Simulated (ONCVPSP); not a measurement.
# An all-electron radial function and its pseudo partner (lead (Pb))

Columns: radius, all-electron u(r) and pseudo u(r) of the 5p shell (level -85.96 eV) of lead in the configuration [Kr] 4d10 4f14 5s2 5p6 5d10 6s2 6p2; LDA (Perdew-Wang 92), scalar-relativistic, ONCV scheme, ONCVPSP 4.0.1.

```csv
r (bohr),all-electron,pseudo
0.100,0.3433,0.0398
0.200,-0.0009,0.1528
0.300,-0.6356,0.3215
0.400,-0.4690,0.5205
0.500,0.0843,0.7212
0.600,0.6210,0.8970
0.700,0.9839,1.0270
0.800,1.1626,1.1000
0.900,1.1982,1.1135
1.000,1.1416,1.0738
1.100,1.0342,0.9930
1.200,0.9053,0.8856
1.300,0.7734,0.7663
1.400,0.6491,0.6473
1.500,0.5374,0.5370
1.600,0.4404,0.4402
1.700,0.3580,0.3578
1.800,0.2891,0.2890
1.900,0.2323,0.2322
2.000,0.1859,0.1858
2.100,0.1482,0.1482
2.200,0.1179,0.1178
2.300,0.0935,0.0934
2.400,0.0740,0.0740
2.500,0.0585,0.0584
2.600,0.0461,0.0461
```

(1) How many radial nodes do the two functions have?

(2) At about which radius was the pseudo-wave matched?

(3) Is the pseudo-wave norm-conserving?

Results:

(1) The all-electron 5p function has n − l − 1 = 3 (the table is too coarse to show those close to the nucleus); the pseudo-wave has 0, since the states of the same l below it are removed with the core.

(2) 1.60 bohr, where the columns begin to agree (steps of 0.10 bohr).

(3) Yes: the ONCV scheme keeps the norm inside the radius equal to the all-electron one, which fixes the energy derivative of the logarithmic derivative at the level.
